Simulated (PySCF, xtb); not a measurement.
ZnHCl, SMILES [ZnH][Cl].

GFN2-xTB in xtb at its own geometry gives an orbital gap of 6.79 eV and a dipole moment of 2.27 D.

Geometry: PBE-D3(BJ)/def2-TZVP.

Task: What does HF/def2-TZVPD in PySCF give? (Estimate from the structure and the level; the computed values follow.)

Result: gap 13.01 eV (levels -12.13 and 0.87 eV), dipole 1.88 D.
